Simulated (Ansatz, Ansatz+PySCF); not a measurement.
```xyz
13

C     1.4000    0.0000    0.0000
C     0.7000    1.2124    0.0000
C    -0.7000    1.2124    0.0000
C    -1.4000    0.0000    0.0000
C    -0.7000   -1.2124    0.0000
C     0.7000   -1.2124    0.0000
N     2.8400    0.0000    0.0000
O     3.3700    1.1000    0.0000
H     1.2425    2.1521    0.0000
H    -1.2425    2.1521    0.0000
H    -2.4850    0.0000    0.0000
H    -1.2425   -2.1521    0.0000
H     1.2425   -2.1521    0.0000
```

Basis set: def2-SVP (spherical functions). Charge 0, multiplicity 1.

Computed with Ansatz (development build ahead of 0.2.0); each method stands on the lowest determinant of its kind that the runs found. Restricted functionals stand beside restricted open-shell atoms, which can lie above the unrestricted atoms usual in DFT and then raise those values.

The atomization energy at this shape (free ground-state atoms in the same class of orbitals less the molecule, no zero-point energy) of singlet C6H5NO:

```
             method  atomization energy
PBE0 (unrestricted)       6272.5 kJ/mol
  PBE0 (restricted)       6306.8 kJ/mol
                UHF       4350.7 kJ/mol
                RHF       4393.8 kJ/mol
```

(1) What does ωB97X (restricted) give?

Answers

(1) 6227.2 kJ/mol. Caution for PBE0 (unrestricted): the unrestricted determinant is spin contaminated. Caution for UHF: the unrestricted determinant is a mixture of spin states. Caution for RHF: an unrestricted determinant lies well below.

The shape needn't be a minimum at these levels.
